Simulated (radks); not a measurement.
Results of a calculation; reference values are marked as such.
Species: Dy IV. Configuration: [Xe] 4f8.5 6p0.5 (fractional occupations, a model configuration).

Level of theory: scalar-relativistic Kohn-Sham, r2SCAN, spin-polarised, spherical densities, finite nucleus; open shells are filled with parallel spins first (spin-orbit coupling, left out, can overturn this in heavy ions); meta-GGA in the generalised Kohn-Sham scheme; Fermi nuclear charge, rms radius 5.2218 fm (a radial shooting solver on a logarithmic mesh with Libxc functionals).

Energy parts (hartree):
part                       energy
total                 -12155.7860
kinetic                13113.2892
electron-nucleus      -29659.2326
Hartree                 4652.6087
exchange-correlation    -262.4513

Orbitals (lengths in bohr, moments of r in powers of bohr; r(max) is where P^2 peaks; r(90%) holds 90 % of the orbital's charge):
| orbital | occ. | eigenvalue (hartree) | <1/r> | <r^2> | r(90%) | r(max) |
|---|---|---|---|---|---|---|
| 1s up | 1 | -1975.918 | 74.55 | 0.0006096 | 0.0382 | 0.01338 |
| 1s down | 1 | -1975.917 | 74.55 | 0.0006096 | 0.0382 | 0.01338 |
| 2s up | 1 | -331.0479 | 17.34 | 0.009519 | 0.139 | 0.07600 |
| 2s down | 1 | -331.0478 | 17.34 | 0.009518 | 0.139 | 0.07600 |
| 2p up | 3 | -293.7747 | 16.09 | 0.007711 | 0.129 | 0.06169 |
| 2p down | 3 | -293.7739 | 16.09 | 0.007710 | 0.129 | 0.06169 |
| 3s up | 1 | -75.18786 | 6.389 | 0.06274 | 0.344 | 0.2152 |
| 3s down | 1 | -75.07693 | 6.395 | 0.06263 | 0.343 | 0.2151 |
| 3p up | 3 | -63.68684 | 5.981 | 0.06310 | 0.349 | 0.2116 |
| 3p down | 3 | -63.57577 | 5.988 | 0.06296 | 0.349 | 0.2114 |
| 3d up | 5 | -48.87739 | 5.663 | 0.05294 | 0.330 | 0.1732 |
| 3d down | 5 | -48.79156 | 5.670 | 0.05277 | 0.330 | 0.1731 |
| 4s up | 1 | -16.28512 | 2.688 | 0.3160 | 0.759 | 0.4940 |
| 4s down | 1 | -16.03867 | 2.686 | 0.3161 | 0.759 | 0.4938 |
| 4p up | 3 | -12.47217 | 2.469 | 0.3567 | 0.814 | 0.5156 |
| 4p down | 3 | -12.22647 | 2.467 | 0.3570 | 0.814 | 0.5154 |
| 4d up | 5 | -7.25612 | 2.182 | 0.4260 | 0.909 | 0.5339 |
| 4d down | 5 | -7.01049 | 2.178 | 0.4282 | 0.912 | 0.5337 |
| 4f up | 7 | -1.57039 | 1.662 | 0.7574 | 1.30 | 0.5316 |
| 4f down | 1.5 | -1.34510 | 1.626 | 0.8296 | 1.37 | 0.5340 |
| 5s up | 1 | -3.13086 | 1.057 | 1.766 | 1.80 | 1.137 |
| 5s down | 1 | -3.02220 | 1.031 | 1.836 | 1.84 | 1.151 |
| 5p up | 3 | -2.16944 | 0.9079 | 2.335 | 2.09 | 1.277 |
| 5p down | 3 | -2.09409 | 0.8844 | 2.427 | 2.13 | 1.297 |
| 6p up | 0.5 | -0.69840 | 0.3496 | 14.28 | 5.06 | 3.323 |

The highest occupied level is 6p up at -19.004 eV. The electron density at the nucleus is 7.773e+05 e/bohr^3 (large components only). Spin moment in Bohr magnetons: 6.
